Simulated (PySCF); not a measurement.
Relaxation of singlet TcF₅

Method: PySCF, PBE0, basis Tc def2-SVP with ECP28, F def2-SVP (scalar-relativistic core potentials, no spin–orbit coupling, density fitting). A (50,194) grid was used.

A start displaced from a saddle point along its imaginary mode, of Cs symmetry, held to at least that symmetry:

```xyz
6
charge 0 multiplicity 1, angstrom
Tc   -0.0520   -0.0909    0.0000
F    -0.0151    0.1061    1.8646
F    -0.0151    0.1061   -1.8646
F     1.7551    0.2500    0.0000
F    -0.5889    1.6397    0.0000
F    -0.8655   -1.6285    0.0000
```

What forces act on the atoms at the start (eV/Å)?


```tsv
atom	Fx	Fy	Fz
Tc1	1.54	2.71	0.00
F2	0.14	-0.29	-0.33
F3	0.14	-0.29	0.33
F4	-1.20	-0.65	0.00
F5	-0.25	-0.84	0.00
F6	-0.38	-0.64	0.00
```

What does it relax to?

It ends at Cs with Tc–F 1.755 Å, Tc–F 1.798 Å (×2), Tc–F 1.858 Å (×2); F–Tc–F 85.5° (×4), F–Tc–F 97.9° (×2), F–Tc–F 110.3°, F–Tc–F 124.9° (×2), F–Tc–F 164.2° (after a last refinement on a finer grid). The frequency run here used a shortcut that can spoil soft modes, so no verdict on minimum or saddle point is given. Other isomers or separated fragments may lie lower.

How much energy is released, and in how many steps?

14.1 kJ/mol in 8 steps.

Stability towards spin polarisation was not tested.
